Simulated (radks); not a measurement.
The antimony ion Sb6+, 45 electrons, occupied as [Kr] 4d8 5s1 (not the ground configuration).

Method: scalar-relativistic Kohn-Sham, r2SCAN, spin-polarised, spherical densities, finite nucleus; open shells are filled with parallel spins first (spin-orbit coupling, left out, can overturn this in heavy ions); meta-GGA in the generalised Kohn-Sham scheme; Fermi nuclear charge, rms radius 4.6802 fm; computed with a radial shooting solver on a logarithmic mesh with Libxc functionals.

Energy parts (Ry):
part                        energy
total                 -12943.46079
kinetic                13538.77845
electron-nucleus      -31012.01818
Hartree                 4865.23723
exchange-correlation    -335.45829

Orbitals (lengths in bohr, moments of r in powers of bohr; r(max) is where P^2 peaks):
orbital  occ.  eigenvalue (Ry)   r(max)     <r^2>
1s up       1        -2238.116  0.01835  0.001094
1s down     1        -2238.111  0.01835  0.001094
2s up       1        -347.4759   0.1036   0.01772
2s down     1        -347.4044   0.1036   0.01772
2p up       3        -312.4081  0.08307   0.01401
2p down     3        -312.3533  0.08306   0.01401
3s up       1        -73.89711   0.2993    0.1243
3s down     1        -73.87651   0.2994    0.1242
3p up       3        -62.39085   0.2930    0.1249
3p down     3        -62.36191   0.2931    0.1248
3d up       5        -44.88477   0.2445    0.1103
3d down     5        -44.82799   0.2446    0.1103
4s up       1        -17.64252   0.7200    0.6902
4s down     1        -17.42054   0.7196    0.6897
4p up       3        -14.04197   0.7568    0.7933
4p down     3        -13.81730   0.7564    0.7916
4d up       5         -8.70583   0.8262     1.065
4d down     3         -8.47233   0.8260     1.058
5s up       1         -5.82869    1.656     3.457
5s down     0         -5.52449    1.660     3.523
5p up       0         -4.80188    1.824     4.154
5p down     0         -4.54650    1.854     4.423

The highest occupied level is 5s up at -79.303 eV. The density falls to 0.001 e/bohr^3 at r = 2.89 bohr. Spin moment in Bohr magnetons: 3.
